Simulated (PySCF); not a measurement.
# Dipole moment and polarisability of GaCl2(NCO)

Species: GaCl2(NCO), CCl2GaNO.
Structure used (PBE0-D3(BJ)/def2-SVP), in Å, numbered top down from 1:
```xyz
6
CCl2GaNO angstrom
Ga     0.5658    0.9764   -0.0571
Cl     2.6830    1.0093   -0.0023
Cl    -0.5235    2.7851   -0.2198
N     -0.3049   -0.5871    0.0248
C     -0.8934   -1.6317    0.0703
O     -1.4639   -2.6480    0.1148
```

Level: wB97X-D/def2-SVPD (PySCF), static field, nuclei fixed, core orbitals frozen in the response. The polarisability tensor in these axes (au):

```
x   78.73  9.66  0.26
y    9.66 90.32 -2.39
z    0.26 -2.39 49.91
```

Task: Give the principal values, the mean and the anisotropy Δα = √{½[(α1 − α2)² + (α2 − α3)² + (α1 − α3)²]}.

Result: Principal values 49.74, 73.34 and 95.87 au; mean 72.98 au = 10.82 Å³ = 12.03 × 10⁻⁴⁰ C²·m²/J; Δα = 39.95 au (55 % of the mean).

Task: What is the dipole moment, and where does it point?

Result: (0.46, 0.82, -0.02) D, 0.94 D in size, pointing from the negative to the positive side. Measured along this direction, the outermost atoms are O6 at the negative end and Cl3 and Cl2 at the positive end.

Task: Form Σ f/ω² (atomic units) for the 15 lowest TDDFT singlets, given as eV and f, and set it beside the mean polarisability, which is this sum over all singlets: 6.12, 0.0000; 6.49, 0.0006; 6.66, 0.0050; 6.71, 0.0947; 6.74, 0.0000; 6.82, 0.0336; 6.85, 0.0033; 6.99, 0.0968; 7.15, 0.0006; 7.36, 0.0913; 7.51, 0.0696; 7.83, 0.0000; 7.89, 0.0204; 8.42, 0.0098; 8.49, 0.0001.

Result: They add up to 6.23 au, 8.5 % of the 72.98 au; the largest single term is 1.56 au, from the state at 6.71 eV. Terms in order: 0.00, 0.01, 0.08, 1.56, 0.00, 0.54, 0.05, 1.47, 0.01, 1.25, 0.91, 0.00, 0.24, 0.10, 0.00 au. Higher excitations give the rest. The strengths listed sum to 0.426.

Task: Molar refractivity from α?

Result: Lorentz–Lorenz: R = (4π/3)N_A α = 2.5225 cm³/(mol·Å³) × 10.82 Å³ = 27.3 cm³/mol, in the limit of long wavelengths.

Task: Find the Langevin capture rate constant for NH4+ (18.034 u) meeting this molecule (180.861 u), k = 2.342 × 10⁻⁹ cm³/s × √(α in Å³ / reduced mass in u).

Result: The reduced mass is 16.40 u, so k = 1.90 × 10⁻⁹ cm³/s. The formula leaves out the permanent dipole, which adds to the capture rate.

Isolated species at its PBE0-D3(BJ)/def2-SVP geometry, gas phase. The calculation is non-relativistic, for gallium too.

These values come from a run that also computed excited states. The run took 68 s wall, 57 s CPU (with the writing of density and orbital grids) on one thread, AMD EPYC (x86_64), on a shared host, and the process peaked at 0.72 GiB of memory.
